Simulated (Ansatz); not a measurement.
`[F][GeH]([F])[SiH3]` + CH₄ → `[CH3][GeH]([F])[SiH3]` + H–F at 298.15 K and 1 bar (formal exchange of groups at a Ge–F bond).

Computed with Ansatz on PBE0-D4/def2-TZVP structures; ΔE is electronic, products minus reactants. CCSD(T)/CBS is the MP2 limit (def2-TZVPP, def2-QZVPP) plus CCSD(T) − MP2 in def2-TZVPP, frozen cores. This one scheme is used for every species. For Ge outer-core shells are correlated without core-valence functions, which leaves a few kJ/mol of doubt a bond. Scalar relativity is left out up to krypton.

```json
{"species": "`[F][GeH]([F])[SiH3]`", "CCSD(T)/CBS energy (Eh)": "-2567.24983", "H − E (kJ/mol)": "118.8", "S (J/(mol·K))": "348.6"}
{"species": "CH₄", "CCSD(T)/CBS energy (Eh)": "-40.46206", "H − E (kJ/mol)": "127.4", "S (J/(mol·K))": "186.2"}
{"species": "`[CH3][GeH]([F])[SiH3]`", "CCSD(T)/CBS energy (Eh)": "-2507.28788", "H − E (kJ/mol)": "211.0", "S (J/(mol·K))": "366.8"}
{"species": "H–F", "CCSD(T)/CBS energy (Eh)": "-100.39570", "H − E (kJ/mol)": "33.5", "S (J/(mol·K))": "173.6"}
```

H − E and S are ideal-gas, rigid-rotor, harmonic terms from PBE0-D4/def2-TZVP, for one conformer and one mirror image of each species. 1 Eh = 2625.50 kJ/mol, R = 8.31446 J/(mol·K).

**Question.** By hand: ΔE, ΔH, ΔS and ΔG.

**Answer.** ΔE = (-2507.28788) + (-100.39570) − (-2567.24983) − (-40.46206) = 0.02831 Eh = 74.3 kJ/mol. Δ(H − E) = 211.0 + 33.5 − 118.8 − 127.4 = -1.7, so ΔH = 72.6 kJ/mol. ΔS = 366.8 + 173.6 − 348.6 − 186.2 = 5.6 J/(mol·K). ΔG = 72.6 − 298.15 × (5.6)/1000 = 70.9 kJ/mol.

**Question.** By hand: the equilibrium constant, and the temperature at which ΔG would vanish if ΔH and ΔS stayed fixed.

**Answer.** log₁₀ K = −ΔG/(RT ln 10) = -12.4. ΔG = 0 at ΔH/ΔS = 12964 K, far beyond where these terms or the molecules hold.

The number of gas molecules stays the same, so ΔS is small and ΔH decides. A doubt of 5 kJ/mol in ΔE shifts log₁₀ K by 0.9 here. Other conformers and mirror images would add mixing entropy, several J/(mol·K) or more a flexible species. These are equilibria of isolated gas molecules and say nothing of rates. Largest T1 diagnostic: 0.013 (customary marks: 0.02 for closed shells, 0.045 for open ones).
